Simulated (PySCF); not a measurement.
Pb⁺: excitation energy

Pb⁺ [Xe] 4f14 5d10 6s2 6p1 (2P) → Pb⁺ [Xe] 4f14 5d10 6s2 7s1 (2S), as a difference of total energies. Calculation: PySCF 2.14, in aug-cc-pVTZ-DK3 (9s8p6d3f, 84 functions); the spin-free X2C one-electron Hamiltonian (Gaussian nucleus). Correlated levels: valence: [Xe] 4f14 5d10 frozen. The calculations carry no spin-orbit coupling.

| method | excitation energy (cm⁻¹) |
| --- | --- |
| UHF | 47994 |
| LDA | 48907 |
| PBE | 47518 |
| PBE0 | 48441 |
| BLYP | 47804 |
| MP2 (valence) | 48009 |
| SCS-MP2 (valence) | 48122 |

Question: Estimate what r2SCAN gives.

Answer: 49277 cm⁻¹, closest to LDA among the rows shown.

Question: Estimate what TPSS gives.

Answer: 47709 cm⁻¹, closest to BLYP among the rows shown.

Errors of the correlated levels include the incompleteness of this basis and the frozen core.

For comparison: 50061 cm⁻¹ (measured; NIST levels, between the centres of gravity of the two terms).
